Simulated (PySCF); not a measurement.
## Spin-rotation constants: `CC(=O)C[P@H](C)=O`, C4H9O2P

Geometry:
| atom | x (Å) | y (Å) | z (Å) |
| --- | --- | --- | --- |
| C1 | -2.234 | 0.236 | 0.341 |
| C2 | -0.976 | -0.519 | 0.629 |
| O3 | -0.523 | -0.683 | 1.735 |
| C4 | -0.235 | -0.997 | -0.595 |
| P5 | 0.922 | 0.395 | -0.958 |
| C6 | 2.158 | 0.417 | 0.375 |
| O7 | 0.244 | 1.672 | -1.192 |
| H8 | -2.687 | 0.590 | 1.263 |
| H9 | -1.977 | 1.083 | -0.295 |
| H10 | -2.939 | -0.392 | -0.201 |
| H11 | 0.333 | -1.902 | -0.388 |
| H12 | -0.890 | -1.128 | -1.456 |
| H13 | 1.614 | -0.085 | -2.072 |
| H14 | 2.855 | 1.228 | 0.171 |
| H15 | 1.640 | 0.621 | 1.312 |
| H16 | 2.688 | -0.528 | 0.447 |

Theory: PySCF 2.14.0, GIAO KT3/pcSseg-1 magnetisability, rotational g tensor and spin-rotation constants, non-relativistic, gas phase. Geometry: GFN2-xTB.

(1) Give the nuclear spin-rotation constants along the inertial axes (H = +C I·J) beside the isotropic shieldings.

(2) How do the rotational constants and the g tensor change when H8, H9, H10, H11, H12, H13, H14, H15, H16 are replaced by deuterium?

Results:

(1) Rotational constants 3.2093, 1.7371, 1.4211 GHz. A star marks the isotopologue with that one atom substituted, in its own axes.
```csv
atom,isotope,Caa (kHz),Cbb (kHz),Ccc (kHz),mean (kHz),σ (ppm)
P5,31P,5.541,2.219,2.145,3.302,352.1
H8,1H,-0.159,-0.186,-0.040,-0.129,29.9
H9,1H,-0.124,-0.054,-0.136,-0.105,28.6
H10,1H,-0.238,-0.128,-0.050,-0.139,29.5
H11,1H,-0.344,-0.040,-0.088,-0.158,29.6
H12,1H,-0.316,-0.018,-0.083,-0.139,28.3
H13,1H,0.015,-0.155,-0.002,-0.047,24.0
H14,1H,-0.039,-0.193,-0.112,-0.115,30.3
H15,1H,-0.154,-0.165,-0.065,-0.128,29.6
H16,1H,-0.396,-0.059,-0.083,-0.179,31.1
C1,13C*,0.536,0.300,0.248,0.362,149.1
C2,13C*,1.208,0.790,0.557,0.852,-6.8
O3,17O*,-1.113,-1.582,-0.592,-1.096,-285.6
C4,13C*,0.594,0.364,0.259,0.406,135.8
C6,13C*,0.520,0.212,0.196,0.309,169.5
O7,17O*,-0.256,-0.306,-0.243,-0.268,224.7
```
For the geometry as given, no vibrational averaging.

(2) Constants 2.7200, 1.5025, 1.2526 GHz; g -0.0353, -0.0183, -0.0146, against -0.0396, -0.0218, -0.0169 before.
